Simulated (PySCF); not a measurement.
**Electron correlation in Ge (germanium, neutral)**

[Ar] 3d10 4s1 4p2 5s1, high-spin 5P determinant (an excited configuration). Computed with PySCF 2.14 in aug-cc-pVTZ-DK, with scalar relativity by spin-free X2C-1e. Frozen: [Ar] 3d10; 4 electrons correlated.

| level | correlation energy (mhartree) |
| --- | --- |
| CCSD | -20.37 |
| (T) | -0.32 |
| CCSD(T) | -20.69 |

Diagnostics: T1 = 0.010, D1 = 0.0268, largest double amplitude 0.034.

The outer electron is Rydberg-like, and this basis confines it to a smaller radius and binds it less than a complete one would.

Cost of the coupled-cluster step: roughly 0.9 core-seconds, for 4 correlated electrons.

Iterations:

```
CC2 = 0
CCSD nocc = (np.int64(4), np.int64(0)), nmo = (45, 45)
frozen orbitals [[0, 1, 2, 3, 4, 5, 6, 7, 8, 9, 10, 11, 12, 13], [0, 1, 2, 3, 4, 5, 6, 7, 8, 9, 10, 11, 12, 13]]
max_cycle = 100
direct = 0
conv_tol = 1e-08
conv_tol_normt = 1e-06
diis_space = 8
diis_start_cycle = 0
Init t2, MP2 energy = -0.0142043157665156
Init E_corr(UCCSD) = -0.0142043157665892
cycle = 1  E_corr(UCCSD) = -0.0182099830830886  dE = -0.00400566732  norm(t1,t2) = 0.0341319
cycle = 2  E_corr(UCCSD) = -0.0195036902577646  dE = -0.00129370717  norm(t1,t2) = 0.0145783
cycle = 3  E_corr(UCCSD) = -0.0203240200124853  dE = -0.000820329755  norm(t1,t2) = 0.00757021
cycle = 4  E_corr(UCCSD) = -0.0202938038700663  dE = 3.02161424e-05  norm(t1,t2) = 0.00364317
cycle = 5  E_corr(UCCSD) = -0.0203697199606603  dE = -7.59160906e-05  norm(t1,t2) = 0.00210177
cycle = 6  E_corr(UCCSD) = -0.02036419583301  dE = 5.52412765e-06  norm(t1,t2) = 0.000340501
cycle = 7  E_corr(UCCSD) = -0.0203662461094495  dE = -2.05027644e-06  norm(t1,t2) = 0.000193442
cycle = 8  E_corr(UCCSD) = -0.0203702079048525  dE = -3.9617954e-06  norm(t1,t2) = 0.000456074
cycle = 9  E_corr(UCCSD) = -0.020366499647291  dE = 3.70825756e-06  norm(t1,t2) = 5.16264e-05
cycle = 10  E_corr(UCCSD) = -0.0203676930243087  dE = -1.19337702e-06  norm(t1,t2) = 1.29782e-05
cycle = 11  E_corr(UCCSD) = -0.0203676874995012  dE = 5.52480749e-09  norm(t1,t2) = 2.45856e-06
cycle = 12  E_corr(UCCSD) = -0.0203676566705071  dE = 3.08289942e-08  norm(t1,t2) = 9.37846e-07
cycle = 13  E_corr(UCCSD) = -0.0203676571439508  dE = -4.73443687e-10  norm(t1,t2) = 1.75176e-07
UCCSD converged
E(UCCSD) = -2096.733584145144  E_corr = -0.02036765714395076
UCCSD(T) correction = -0.000320554327844655
```
